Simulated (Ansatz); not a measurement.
Si2TeH6⁺, that is Te(SiH3)2 with one electron fewer. Charge 1, multiplicity 2. Geometry r2SCAN-D4/def2-SVP, that of the neutral singlet; atoms count from 1.

Cartesian coordinates in Å:
```
Te 0.7713 -1.3280 0.8961
Si -0.5973 0.6701 1.5595
H -1.9572 0.6122 0.9451
H 0.0692 1.9381 1.1376
H -0.7110 0.6276 3.0454
Si 0.6204 -0.7100 -1.5329
H 1.3745 -1.7561 -2.2816
H 1.2315 0.6303 -1.7794
H -0.8012 -0.6840 -1.9898
```

In the def2 sets Te takes a core potential; there is no spin–orbit coupling.

(1) Estimate the Mulliken populations from the PBE0/def2-TZVP orbitals of Ansatz.

(2) Where does the spin sit?

(3) And the Mayer bond orders between heavy atoms (over 0.3)?

Answers

(1) 
```csv
atom,charge (e),spin (α − β)
Te1,0.44,1.00
Si2,0.04,-0.05
H3,0.08,0.02
H4,0.08,0.02
H5,0.07,0.00
Si6,0.04,-0.05
H7,0.07,0.00
H8,0.08,0.02
H9,0.08,0.02
```
Mulliken values depend strongly on the basis.

(2) Summed by element: Te 1.00, Si -0.10, H 0.10, of 1 unpaired in all. Largest on single atoms: Te1 1.00, Si6 -0.05, Si2 -0.05.

(3) Te1–Si2 0.97 (2.51 Å); Te1–Si6 0.97 (2.51 Å).
